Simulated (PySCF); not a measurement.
**C₆ coefficients of unlike pairs at UHF**

Calculated with PySCF 2.14 from the dipole response of each species, C₆(A,B) = (3/π) ∫ α_A(iu) α_B(iu) du, in atomic units, from isotropic polarisabilities. For ions this is the dispersion term alone; charge-induced terms of lower order in 1/R come first.

```json
{"species": "Fe", "configuration": "[Ar] 3d6 4s2 (5D)", "basis": "aug-cc-pVTZ with one added diffuse shell each of s, p, d, f, g type (9s8p6d4f3g)", "relativity": "none", "α (bohr³)": "85.76", "C₆ (like pair)": "824.7"}
{"species": "Cu⁺", "configuration": "[Ar] 3d10 (1S)", "basis": "aug-cc-pVQZ-PP with ECP10MDF (7s7p6d4f3g2h)", "relativity": "core potential", "α (bohr³)": "5.182", "C₆ (like pair)": "16.51"}
{"species": "Co³⁺", "configuration": "[Ar] 3d6 (5D)", "basis": "aug-cc-pVDZ (7s6p4d2f)", "relativity": "none", "α (bohr³)": "1.617", "C₆ (like pair)": "3.792"}
{"species": "Pb", "configuration": "[Xe] 4f14 5d10 6s2 6p2 (3P)", "basis": "aug-cc-pwCVDZ-PP with ECP60MDF (6s5p4d1f)", "relativity": "core potential", "α (bohr³)": "61.75", "C₆ (like pair)": "729.4"}
```

**Question.** Estimate C₆ for Cu⁺ with Fe.

**Answer.** The integral gives 88.80. The combination rule 2 C_A C_B / (C_A α_B/α_A + C_B α_A/α_B) gives 84.28 and the geometric mean 116.7.

No spin-orbit coupling is included, so Pb, close to jj coupling, stand for model states.

The other pairs:

| pair | C₆ |
| --- | --- |
| Co³⁺, Fe | 32.82 |
| Pb, Fe | 753.3 |
| Co³⁺, Cu⁺ | 7.576 |
| Pb, Cu⁺ | 96.18 |
| Pb, Co³⁺ | 37.84 |
